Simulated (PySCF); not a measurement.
Correlation energy of O⁺ (oxygen, charge +1)

[He] 2s2 2p3, high-spin 4S determinant. Computed with PySCF 2.14 in x2c-TZVPall, with the spin-free X2C one-electron Hamiltonian (Gaussian nucleus). Frozen: 1s2; 5 electrons correlated.

MP2 pair energies summed by pair of shells (mhartree):

```
 pair  energy  share (%)
2s-2p  -63.24       65.8
2p-2p  -23.12       24.0
2s-2s   -9.77       10.2
```

Total MP2 correlation energy: -96.12 mhartree.

Same-spin part -28.39 and opposite-spin part -67.73 mhartree; SCS-MP2 scales them by 1/3 and 6/5 to -90.74 mhartree.

| level | correlation energy (mhartree) |
| --- | --- |
| CCSD | -111.40 |
| (T) | -1.55 |
| CCSD(T) | -112.95 |

Diagnostics: T1 = 0.0041, D1 = 0.0088, largest double amplitude 0.036.

Task: Is a single reference adequate?

Result: Yes: T1 lies below 0.03 and no double amplitude reaches 0.07.
